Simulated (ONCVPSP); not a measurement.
**Configuration tests for cerium (Ce) (ONCV)**

* Element: Ce (Z = 58)
* Generator: ONCVPSP 4.0.1
* Type: optimised norm-conserving Vanderbilt (ONCV)
* Functional: BLYP
* Relativity: scalar-relativistic
* Frozen core: [Kr] 4d10 4f1
* Valence charge: 11
* Reference configuration: 5s2 5p6 5d1 6s1.5 (charge +0.5)
* Partial waves: 5s+6s: rc 2.50 bohr, ncon 3, nbas 6, qcut 6.2 1/bohr, 2 projectors; 5p: rc 2.75 bohr, ncon 4, nbas 7, qcut 5.1 1/bohr, 2 projectors, debl 1.9 Ha; 5d: rc 3.20 bohr, ncon 4, nbas 9, qcut 4.4 1/bohr, 1 projector
* Local potential: polynomial inside 2.20 bohr (lpopt 5, dvloc0 0 Ha)
* Core correction: polynomial model core, fcfact 0.4

Energies are relative to the spin-unpolarised reference configuration 5s2 5p6 5d1 6s1.5; without spin polarisation the order of configurations can differ from experiment.

| valence configuration | charge | ΔE all-electron (eV) | error AE − PS (meV) |
| --- | --- | --- | --- |
| 5s2 5p6 5d1 6s2 | 0 | -2.377 | +0.2 |
| 5s2 5p6 5d1 6s1 | +1 | 3.601 | -1.1 |

Task: What are ΔE and the potential's error for 5s2 5p6 5d1 6s0?

Result: ΔE = 14.761 eV all-electron; the error (AE − PS) is -9.1 meV.

Task: What are ΔE and the potential's error for 5s2 5p6 5d2 6s1?

Result: ΔE = -1.437 eV all-electron; the error (AE − PS) is -6.1 meV.

Levels in the configuration 5s2 5p6 5d1 6s1:

| level | all-electron (eV) | pseudo (eV) |
| --- | --- | --- |
| 5s | -46.306 | -46.321 |
| 5p | -28.886 | -28.895 |
| 5d | -8.426 | -8.429 |
| 6s | -8.480 | -8.482 |
